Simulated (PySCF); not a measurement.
Computed XPS line lists of a few unrelated compounds.

Method used: delta-SCF UKS SCAN, pcX-2 on the ionised atom, pcseg-1 elsewhere, spin-free X2C in PySCF. Geometries: PBE0-D3(BJ)/def2-SVP; isolated species, one conformer each.

Line lists (1s up to Mg, 2p3/2 beyond; areas count atoms within a level, one atom standing for each set equivalent by bonding):
1. C 1s: 290.88 (area 3), 292.28 (area 1) eV; Cl 2p3/2: 205.27 eV
2. C 1s: 289.90 (area 2), 290.23 (area 4) eV; Si 2p3/2: 106.59 eV
3. C 1s: 294.28 (area 1), 294.95 (area 1), 295.04 (area 1), 295.77 (area 1), 295.90 (area 1), 296.02 (area 1) eV; P 2p3/2: 142.60 eV

Structures:
A. `CC[C@@H]1[C@H](C)[P@H+]1C`
B. `CC(C)(C)Cl`
C. `[SiH3]c1ccc([SiH3])cc1`

Problem. Which list belongs to which compound?

Solution. 
- 1 = B: no other candidate has this set of levels. C 1s: 290.88 methyl carbon (×3), 292.28 sp3 C–Cl carbon; Cl 2p3/2: 205.27 alkyl chlorine.
- 2 = C: no other candidate has this set of levels. C 1s: 289.90 substituted aromatic carbon (×2), 290.23 aromatic CH carbon (×4); Si 2p3/2: 106.59 SiH3 silicon (×2).
- 3 = A: no other candidate has this set of levels. C 1s: 294.28 methyl carbon, 294.95 chain CH2 carbon, 295.04 methyl carbon, 295.77 sp3 carbon bound to phosphorus, 295.90 sp3 carbon bound to phosphorus, 296.02 sp3 carbon bound to phosphorus; P 2p3/2: 142.60 phosphonium phosphorus.

For 2p shells one spin-free hole was relaxed; a mean-field spin–orbit operator and the ground-state splitting of the three 2p orbitals were then diagonalised within the shell. The shell's mean is (2 × 2p3/2 + 2p1/2)/3, and the degeneracies 2j + 1 give areas of 2:1.
